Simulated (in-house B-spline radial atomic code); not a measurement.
A fraction x of an electron is removed from 4p in the selenium ion Se³⁺, starting from [Ar] 3d10 4s2 4p1 and keeping the highest spin. All numbers are computed (scalar-relativistic (X2C) PBE, spin-polarised, spherical fractional occupations; Fermi nucleus of rms radius 4.14 fm) with a radial B-spline atomic code at the basis-set limit, not measured.

```tsv
x	E(x) - E(0) (eV)	4p up level (eV)
0	0.0000	-37.017
0.06	2.2406	-37.671
0.14	5.2893	-38.546
0.32	12.4055	-40.523
0.39	15.2691	-41.295
0.5	19.8782	-42.509
0.54	21.5875	-42.952
0.68	27.7092	-44.503
0.83	34.5096	-46.169
0.9	37.7687	-46.948
1	42.5192	-
```

The exact functional would give a straight line between the two integer points. Deviations E(x) - E(0) - x[E(1) - E(0)], in eV: -0.311 at x = 0.06, -0.663 at x = 0.14, -1.201 at x = 0.32, -1.313 at x = 0.39, -1.381 at x = 0.5, -1.373 at x = 0.54, -1.204 at x = 0.68, -0.781 at x = 0.83, -0.499 at x = 0.9.

The curve lies below the straight line by up to 1.381 eV (at x = 0.5): convex, the delocalisation error that favours fractional charges.

Problem. How well does Slater's transition state (minus the level at half occupation) give the ionisation energy?

Solution. It gives 42.509 eV against 42.519 eV from the two total energies; NIST lists 42.95 eV, ground level to ground level.
